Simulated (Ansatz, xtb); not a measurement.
# Two isomers of C4H11NSSi

Structure X: `C/C=C(\C)S[SiH2]N`, a singlet. Structure Y: `S[SiH2]N1CCCC1`, a singlet. Both are isolated molecules in the gas phase, relaxed with B3LYP/def2-SVP; each stands in its lowest conformer found.

X (Å):

```
atom    x (Å)    y (Å)    z (Å)
   C   2.5332  -0.7545   0.0800
   C   1.0486  -0.6521  -0.1166
   C   0.2152   0.2750   0.3907
   C   0.5911   1.4384   1.2674
   N  -3.8464  -1.3915   1.6811
   S  -1.5526   0.1991  -0.0264
  Si  -2.1356  -1.2871   1.4573
   H   2.9403   0.0224   0.7419
   H   2.8022  -1.7372   0.5057
   H   3.0587  -0.6836  -0.8888
   H   0.6050  -1.4218  -0.7581
   H   1.6689   1.4731   1.4827
   H   0.3038   2.3891   0.7879
   H   0.0478   1.3947   2.2261
   H  -1.6791  -2.6397   1.0301
   H  -1.4833  -0.9047   2.7417
   H  -4.4058  -1.9154   1.0141
   H  -4.3664  -0.5939   2.0362
```

Y (Å):

```yaml
atoms:
  - { symbol: C, position_ang: [0.2504, 1.6163, -0.1444] }
  - { symbol: C, position_ang: [1.3359, 0.5342, -0.1717] }
  - { symbol: C, position_ang: [0.6935, -0.5958, 0.6422] }
  - { symbol: C, position_ang: [-0.7791, -0.5490, 0.2026] }
  - { symbol: N, position_ang: [-1.0086, 0.8580, -0.1740] }
  - { symbol: S, position_ang: [-3.2273, 2.7660, 1.4128] }
  - { symbol: Si, position_ang: [-2.5611, 1.6040, -0.3080] }
  - { symbol: H, position_ang: [-3.3374, 1.7064, 2.2484] }
  - { symbol: H, position_ang: [-2.5437, 2.6367, -1.3804] }
  - { symbol: H, position_ang: [-3.5377, 0.5155, -0.5884] }
  - { symbol: H, position_ang: [0.3405, 2.2299, 0.7749] }
  - { symbol: H, position_ang: [0.3215, 2.3085, -1.0015] }
  - { symbol: H, position_ang: [2.2954, 0.8820, 0.2403] }
  - { symbol: H, position_ang: [1.5138, 0.2033, -1.2090] }
  - { symbol: H, position_ang: [1.1541, -1.5806, 0.4705] }
  - { symbol: H, position_ang: [0.7746, -0.3732, 1.7196] }
  - { symbol: H, position_ang: [-0.9508, -1.2235, -0.6586] }
  - { symbol: H, position_ang: [-1.4527, -0.8863, 1.0103] }
```

Question: Estimate E(Y) − E(X) at the level CCSD(T)/def2-SVP + ΔMP2/def2-TZVPP.

Answer: Calculated at CCSD(T)/def2-SVP + ΔMP2/def2-TZVPP: E(Y) − E(X) = −14.1 kJ/mol, so structure Y lies lower.

How the difference moves with the method:

```json
{"level": "B3LYP/def2-SVP", "geometry": "B3LYP/def2-SVP", "E(Y) − E(X) (kJ/mol)": "−27.0", "departure from the last row (kJ/mol)": "−12.8", "job, with rough time for the two": "optimisation, 3.9 min"}
{"level": "HF/def2-SVP", "geometry": "B3LYP/def2-SVP", "E(Y) − E(X) (kJ/mol)": "−38.4", "departure from the last row (kJ/mol)": "−24.2", "job, with rough time for the two": "part of the CCSD(T) run"}
{"level": "MP2/def2-SVP", "geometry": "B3LYP/def2-SVP", "E(Y) − E(X) (kJ/mol)": "−35.1", "departure from the last row (kJ/mol)": "−21.0", "job, with rough time for the two": "part of the CCSD(T) run"}
{"level": "CCSD(T)/def2-SVP", "geometry": "B3LYP/def2-SVP", "E(Y) − E(X) (kJ/mol)": "−35.7", "departure from the last row (kJ/mol)": "−21.6", "job, with rough time for the two": "single point"}
{"level": "CCSD(T)/def2-SVP + ΔMP2/def2-TZVPP", "geometry": "B3LYP/def2-SVP", "E(Y) − E(X) (kJ/mol)": "−14.1", "departure from the last row (kJ/mol)": "", "job, with rough time for the two": "single point, 1.9 min"}
```

As drawn, Y has 2 C–N, 1 C–C, 1 S–H, 1 C–H in place of 1 C=C, 1 C–S, 2 N–H. Structure X has no ring, Y a 5-membered ring.

The levels shown agree on the order. The largest departure from CCSD(T)/def2-SVP + ΔMP2/def2-TZVPP is that of HF/def2-SVP, 24.2 kJ/mol. Levels run at GFN2-xTB geometries aren't shown. The last row adds to CCSD(T) the change of the MP2 difference between the two basis sets, here +21.6 kJ/mol, a large step that makes the value less sure.

With thermal terms from frequencies at re-optimised GFN2-xTB minima (ideal gas, soft modes damped towards free rotors, one conformer each, 298.15 K, 1 atm): the zero-point term adds +7.1 kJ/mol; ΔH is −13.2 and ΔG +0.8 kJ/mol. In free energy the two are nearly level.

The correlated steps freeze 15 core orbitals. Run with Ansatz 0.2.0, xtb 6.7.1; the last row on 4 threads of Arm Neoverse V2 on a shared host.
